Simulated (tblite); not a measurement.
Record of a relaxation.

Compound: C20H11Cl.
Numbering: `[Cl:1][c:2]1[cH:3][cH:4][c:5]2[c:6]3[cH:7][cH:8][cH:9][c:10]4[cH:11][cH:12][cH:13][c:14]([c:15]5[cH:16][cH:17][cH:18][c:19]1[c:20]25)[c:21]34` (hydrogens: H22 on C3; H23 on C4; H24 on C7; H25 on C8; H26 on C9; H27 on C11; H28 on C12; H29 on C13; H30 on C16; H31 on C17; H32 on C18)

Computed with GFN2-xTB (tblite), gas phase: L-BFGS steps from a force-field or distance-geometry start until the largest atomic force falls under 0.01 eV/Å. 3 of its 22 geometries are shown.

Step 0: E = -1441.7610 eV, largest atomic force 2.791 eV/Å
```
atom  x, y, z in Å  |  force x, y, z in eV/Å
Cl1    -5.212    0.541   -0.794    0.155   0.262  -0.079
C2     -3.494    0.743   -0.663   -0.199   1.284  -0.356
C3     -2.907    1.940   -0.977   -0.869   1.356  -0.607
C4     -1.530    2.137   -0.887   -1.733  -0.757   0.178
C5     -0.767    1.079   -0.438   -1.010   1.639  -0.758
C6      0.596    1.226   -0.335    1.990   1.638  -0.240
C7      1.223    2.416   -0.651    1.538   0.409   0.080
C8      2.620    2.557   -0.525   -0.530  -0.419   0.014
C9      3.363    1.476   -0.090   -1.004   1.981  -0.698
C10     2.723    0.291    0.228    0.914   0.387  -0.057
C11     3.533   -0.739    0.653    0.584  -1.951   0.754
C12     2.969   -1.950    0.986   -0.197   0.224  -0.049
C13     1.578   -2.104    0.883    1.577  -0.368   0.170
C14     0.785   -1.073    0.438    1.706  -0.806   0.593
C15    -0.584   -1.209    0.330   -0.584  -2.276   0.688
C16    -1.181   -2.408    0.660   -1.547  -0.482  -0.099
C17    -2.568   -2.545    0.533    0.219  -0.020   0.047
C18    -3.322   -1.485    0.092    0.521  -1.437   0.602
C19    -2.686   -0.289   -0.216   -1.317  -0.694  -0.013
C20    -1.297   -0.139   -0.103   -2.742   0.317  -0.416
C21     1.336    0.154    0.112    1.634  -0.201   0.175
H22    -3.534    2.786   -1.326    0.380  -0.643   0.247
H23    -1.173    3.104   -1.140    0.316   0.238  -0.077
H24     0.708    3.290   -0.997   -0.227  -0.005  -0.034
H25     3.074    3.505   -0.782    0.033  -0.158   0.060
H26     4.402    1.604   -0.002    1.077  -0.159   0.168
H27     4.609   -0.630    0.748   -0.198   0.203  -0.113
H28     3.571   -2.781    1.332   -0.028   0.106  -0.047
H29     1.224   -3.082    1.149   -0.323   0.028  -0.014
H30    -0.666   -3.288    1.003    0.242   0.190  -0.015
H31    -3.029   -3.489    0.782   -0.049   0.009  -0.001
H32    -4.378   -1.609    0.013   -0.329   0.107  -0.102
```

Step 10: E = -1442.7594 eV, largest atomic force 0.120 eV/Å
```
atom  x, y, z in Å  |  force x, y, z in eV/Å
Cl1    -5.295    0.626   -0.834    0.089   0.009   0.006
C2     -3.575    0.784   -0.680   -0.064  -0.023   0.019
C3     -2.994    1.983   -0.999    0.007  -0.074   0.002
C4     -1.615    2.128   -0.884    0.016   0.006   0.022
C5     -0.799    1.098   -0.451    0.022  -0.048  -0.008
C6      0.644    1.256   -0.335    0.050  -0.056   0.043
C7      1.288    2.441   -0.648   -0.044  -0.007   0.002
C8      2.669    2.588   -0.531   -0.019  -0.053   0.001
C9      3.433    1.539   -0.099    0.026   0.009   0.021
C10     2.832    0.307    0.234    0.088   0.021  -0.005
C11     3.618   -0.777    0.679    0.008   0.035  -0.003
C12     3.033   -1.970    1.001   -0.002   0.053  -0.003
C13     1.652   -2.118    0.890   -0.021  -0.017  -0.023
C14     0.834   -1.090    0.455    0.011   0.036   0.017
C15    -0.610   -1.249    0.339   -0.031   0.065  -0.024
C16    -1.244   -2.437    0.656    0.045   0.031  -0.020
C17    -2.622   -2.588    0.540    0.025   0.004   0.007
C18    -3.392   -1.546    0.106   -0.048   0.021  -0.005
C19    -2.802   -0.311   -0.227   -0.064  -0.014  -0.021
C20    -1.391   -0.150   -0.114   -0.085   0.048  -0.014
C21     1.422    0.158    0.118    0.115  -0.033   0.003
H22    -3.594    2.810   -1.343   -0.026  -0.013   0.008
H23    -1.194    3.085   -1.143   -0.019   0.025  -0.017
H24     0.721    3.286   -0.995   -0.006   0.091  -0.029
H25     3.120    3.537   -0.788    0.010  -0.060   0.021
H26     4.505    1.642   -0.004   -0.017  -0.038   0.004
H27     4.688   -0.647    0.763   -0.030   0.024  -0.015
H28     3.626   -2.805    1.345    0.006   0.042  -0.018
H29     1.228   -3.073    1.150    0.018  -0.055   0.026
H30    -0.670   -3.279    1.001   -0.012  -0.075   0.025
H31    -3.072   -3.536    0.797   -0.029   0.020  -0.008
H32    -4.461   -1.659    0.017   -0.016   0.025  -0.014
```

Step 21: E = -1442.7636 eV, largest atomic force 0.010 eV/Å
```
atom  x, y, z in Å  |  force x, y, z in eV/Å
Cl1    -5.294    0.629   -0.834   -0.008  -0.003   0.000
C2     -3.578    0.782   -0.679    0.003   0.008   0.000
C3     -2.994    1.978   -0.999    0.003   0.004  -0.002
C4     -1.615    2.127   -0.883    0.001   0.000   0.000
C5     -0.798    1.096   -0.451    0.001  -0.002   0.000
C6      0.646    1.254   -0.333   -0.003  -0.002   0.001
C7      1.287    2.441   -0.648   -0.001  -0.002   0.002
C8      2.669    2.584   -0.531   -0.002   0.001  -0.002
C9      3.436    1.538   -0.097   -0.004   0.005   0.000
C10     2.837    0.308    0.234    0.002  -0.002   0.000
C11     3.622   -0.773    0.679   -0.001  -0.005   0.002
C12     3.035   -1.964    1.000   -0.001  -0.003   0.002
C13     1.654   -2.119    0.889   -0.002   0.002  -0.002
C14     0.835   -1.090    0.457   -0.002   0.001   0.000
C15    -0.611   -1.247    0.338    0.001   0.001   0.001
C16    -1.246   -2.436    0.654    0.002  -0.001  -0.001
C17    -2.626   -2.586    0.539    0.004  -0.002   0.002
C18    -3.399   -1.545    0.105    0.003  -0.005   0.001
C19    -2.806   -0.313   -0.228   -0.001  -0.001   0.000
C20    -1.396   -0.150   -0.114    0.001  -0.001  -0.001
C21     1.428    0.156    0.119   -0.003   0.001   0.000
H22    -3.598    2.803   -1.340    0.001   0.001   0.000
H23    -1.201    3.086   -1.146    0.000  -0.007   0.001
H24     0.726    3.293   -0.995    0.004  -0.008   0.005
H25     3.125    3.529   -0.786    0.001   0.000  -0.001
H26     4.508    1.638   -0.003    0.000  -0.001  -0.001
H27     4.691   -0.641    0.761    0.002   0.004   0.000
H28     3.633   -2.797    1.342    0.004   0.002  -0.001
H29     1.238   -3.078    1.153    0.003   0.005  -0.001
H30    -0.678   -3.284    1.001   -0.004   0.001  -0.002
H31    -3.078   -3.532    0.796   -0.005   0.004  -0.001
H32    -4.468   -1.655    0.014    0.002   0.002   0.000
```

Problem. Summarise the path.

Solution. The energy falls by 1.0026 eV from step 0 to step 21; nine tenths of that is first reached at step 5. It falls at every step. The largest force goes from 2.791 to 0.010 eV/Å. Among the bonds C5–C6 changes most, from 1.374 to 1.458 Å; the atoms move by 0.080 Å rms after alignment.

Problem. Follow the three bonds and two angles with the largest change from start to end.

Solution. 
```tsv
step	E above end (eV)	largest force (eV/Å)	C5–C6 (Å)	C14–C15 (Å)	C15–C20 (Å)	C5–C4–H23 (°)	C2–C19–C18 (°)
0	1.0026	2.791	1.374	1.380	1.358	126.2	116.5
1	0.4903	1.462	1.417	1.415	1.408	123.8	119.0
2	0.3089	0.897	1.423	1.426	1.412	122.0	121.1
3	0.2120	0.741	1.434	1.434	1.415	121.2	121.8
4	0.1097	0.647	1.446	1.447	1.419	120.5	122.6
5	0.0659	0.479	1.451	1.452	1.422	120.3	122.4
6	0.0445	0.276	1.454	1.454	1.421	120.4	122.2
7	0.0316	0.240	1.452	1.453	1.422	120.5	122.0
8	0.0194	0.207	1.453	1.453	1.421	120.5	121.8
9	0.0097	0.177	1.454	1.454	1.422	120.4	121.7
10	0.0042	0.120	1.456	1.457	1.422	120.4	121.7
11	0.0020	0.068	1.458	1.459	1.422	120.5	121.7
12	0.0011	0.054	1.458	1.459	1.422	120.5	121.7
13	0.0006	0.040	1.458	1.459	1.422	120.6	121.8
14	0.0004	0.024	1.458	1.459	1.422	120.7	121.8
15	0.0003	0.017	1.458	1.459	1.422	120.8	121.7
16	0.0002	0.014	1.458	1.458	1.422	120.8	121.7
17	0.0002	0.015	1.458	1.459	1.422	120.8	121.7
18	0.0001	0.015	1.458	1.459	1.422	120.8	121.7
19	0.0001	0.014	1.458	1.459	1.422	120.8	121.6
20	0.0000	0.011	1.458	1.459	1.422	120.8	121.6
21	0.0000	0.010	1.458	1.459	1.422	120.8	121.6
```

The cost below is that of the whole relaxation. Hardware: Arm Neoverse V2, 2 threads, no GPU, shared host with 96 logical CPUs at a one-minute load of 65. Cost: 0.4 s wall, 0.58 s CPU.
